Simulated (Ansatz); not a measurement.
Species: CH5GeN, charge 0, singlet. CH5GeN (SMILES [CH3][Ge][NH2]).
B3LYP-D3(BJ)/def2-TZVP minimum from Ansatz (a quantum-chemistry and plane-wave program):
```
C
H 1 1.0911
H 1 1.0921 2 109.09
H 1 1.0950 2 107.49 3 117.19
Ge 1 2.0186 2 111.00 4 118.29
N 5 1.8322 1 95.73 2 153.96
H 6 1.0083 5 122.23 1 178.14
H 6 1.0102 7 112.31 5 179.39
```
Charge 0, spin multiplicity 1.

Wanted: atomisation energy (electronic, to ground-state atoms), in kcal/mol. Radicals and triplets start from unrestricted determinants; spin-orbit coupling is neglected. Cores are frozen in correlated methods (noble-gas shells, and filled d and f shells in the p block). No relativity. CBS(X,Y): correlation extrapolated as X^-3, Hartree-Fock from the larger set. A bracket is a step between two methods taken in the basis named. Double hybrids freeze cores in their MP2 part. Where a partner has so few electrons that a lower coupled-cluster level is exact, that level stands in.

CCSD(T)/CBS(cc-pVTZ,cc-pVQZ) + [CCSDT(Q) - CCSD(T)]/cc-pVDZ (Ansatz) gives 647.6 kcal/mol.

Task: What does PBE/def2-TZVPD (Ansatz) give here, and how do the other levels compare?

Result: PBE gives 657.5 kcal/mol, 9.9 kcal/mol above it. Differences of the others: r2SCAN/def2-TZVPD (Ansatz) -2.0; B3LYP/def2-TZVPD (Ansatz) -1.2; PBE0/def2-TZVPD (Ansatz) -3.4; wB97M-V/def2-TZVPD (Ansatz) 1.6; B2PLYP/def2-TZVPD (Ansatz) -7.7; CCSD(T)/CBS(cc-pVTZ,cc-pVQZ) (Ansatz) -0.9 kcal/mol.
